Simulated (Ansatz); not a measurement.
C3H9GaS3, SMILES `C[S][Ga]([S]C)[S]C`, charge 0, multiplicity 1.

Give a relaxed structure at PBE0-D4/def2-TZVP (Ansatz). (An estimate is asked.)

The calculation gave: 
Cartesian coordinates in Å:
```
C -0.4301 0.5730 3.0116
S 0.4267 -0.6997 2.0319
Ga 0.0010 0.0017 0.0000
S 0.7669 -1.1121 -1.7248
C 1.6426 -2.4700 -0.8867
S -1.1897 1.8155 -0.3066
C -1.2129 1.8964 -2.1249
H -1.4982 0.5815 2.7998
H -0.2791 0.3123 4.0588
H -0.0101 1.5609 2.8291
H 0.9595 -3.0692 -0.2867
H 2.4493 -2.0923 -0.2603
H 2.0670 -3.0964 -1.6710
H -1.7921 2.7810 -2.3887
H -0.2068 1.9993 -2.5284
H -1.6939 1.0183 -2.5529
```
Point group C3h.
This is one stationary point; other conformers may exist.
